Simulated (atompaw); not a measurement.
# aluminium: one change to a PAW (atompaw) potential, before and after

aluminium, PAW, made with atompaw 4.2.0.5 (PBE, non-relativistic). Core [Ne], reference 3s1.75 3p1.25. Waves: 3s (bound): rc 2.90 bohr; 3s channel at -0.2 Ry: rc 2.90 bohr; 3p (bound): rc 2.90 bohr; 3p channel at 1.25 Ry: rc 2.90 bohr; 3d channel at -0.05 Ry: rc 2.90 bohr. Local part: troulliermartins scheme with l = 3 at 0.5 Ry, radius 2.50 bohr. Core correction: smooth core density matched at 2.85 bohr. Augmentation charge: sinc compensation charge, radius 2.70 bohr; PAW radius 2.90 bohr; waves and projectors: custom rrkj gramschmidtortho.

All-electron outer shells of the reference configuration (PBE, non-relativistic, ld1.x):

```
shell  level (eV)  outermost node (bohr)  outermost maximum (bohr)
   2p      -70.15                      –                      0.43
   3s       -7.95                   0.80                      2.09
   3p       -2.89                   0.82                      2.61
```

Change: augmentation sinc compensation charge, radius 2.70 bohr; PAW radius 2.90 bohr; waves and projectors: custom polynom vanderbiltortho.

Cutoffs: the cutoffs (Ry, on a coarse ladder) from which the occupation-weighted sum of valence levels, in a spherical-Bessel basis at the reference potential, stays within 10 and 1 mRy of its value at 400 Ry; they do not see the model core or the augmentation charge, which bear on the density cutoff.

Task: What does the change do?

Result: Both files are very soft, the changed one slightly softer (loose and tight cutoff 6 and 8 Ry → 6 and 6 Ry on this coarse ladder); the range in which the s phases agree widens (upper end 1.7 → at the end of the scan); the range in which the d phases agree narrows (upper end 2.4 → 0.4); neither file shows a bound ghost.

```tsv
quantity	base	changed
cutoff, loose	6 Ry	6 Ry
cutoff, tight	8 Ry	6 Ry
bound ghosts	none	none
s: phases at 2.92 bohr within 0.05 rad from the reference energy up to (Ry; the scan ends near 5)	1.7	to the end of the scan
p: phases at 2.92 bohr within 0.05 rad from the reference energy up to (Ry; the scan ends near 5)	2.6	3.1
d: phases at 2.92 bohr within 0.05 rad from the reference energy up to (Ry; the scan ends near 5)	2.4	0.4
lowest overlap eigenvalue by channel	s 0.46, p 0.73, d 1.00	s 0.05, p 0.97, d 1.00
```

 The cutoffs see the waves, projectors and local potential, not the compensation charge or the core.
